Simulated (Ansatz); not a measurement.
Reaction (substitution at a C–C bond): `C/N=C(\C)O` + `O=C[SiH](O)O` → `CO[SiH](O)C=O` + `C/N=C/O`

Isolated molecules relaxed with PBE0-D4/def2-TZVP in Ansatz; ΔE leaves out vibrations. CCSD(T)/CBS adds triple-zeta CCSD(T) − MP2 to the extrapolated MP2 energy (def2 sets, frozen cores). Double bonds are as drawn, so ΔE can hold a change between cis and trans. Functionals use def2-TZVPP. One conformer a species, not always the lowest.

```tsv
level	ΔE (kJ/mol)
ωB97M-V	71.6
PBE	68.2
SCS-MP2/def2-TZVPP	68.7
CCSD(T)/def2-TZVPP	69.9
```

Q: What does CCSD(T)/CBS give? (An estimate is asked.)

A: Computed: +73.2 kJ/mol. The listed levels differ from it by -1.6, -5.0, -4.5, -3.3 kJ/mol.

Largest T1 diagnostic among the species: 0.014.

In def2-TZVPP, CCSD(T) changes the Hartree–Fock value by +14.6 kJ/mol (the triples alone add +1.6 kJ/mol) and MP2 by +21.1 kJ/mol.
